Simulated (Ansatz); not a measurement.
Molecule: sum formula AlOBr (charge +1, doublet). 
Coordinates optimised at B3LYP-D3(BJ)/def2-TZVP (Ansatz, an electronic-structure program):
```xyz
3

Al     0.0000     0.0000    -1.1000
O      0.0000     0.0000    -2.8081
Br     0.0000     0.0000     1.0504
```
Charge +1, spin multiplicity 2.

Basis-set convergence of Hartree-Fock and CCSD correlation energies (hartree) with Ansatz. Correlated levels leave the core frozen unless marked. UHF or UKS for open shells. Spin-orbit coupling is left out. Frozen are the shells of the preceding noble gas and the d and f shells that filled before the atom's block. Non-relativistic.

```json
[
 {"basis": "def2-SVP", "functions": "64", "E(HF)": "-2888.49226", "E(corr, CCSD)": "-0.32121"},
 {"basis": "def2-TZVPP", "functions": "121", "E(HF)": "[?]", "E(corr, CCSD)": "[?]"}
]
```

**Question.** What belongs in the gaps?

**Answer.** 
- def2-TZVPP, E(HF): -2888.99371
- def2-TZVPP, E(corr, CCSD): -0.41451
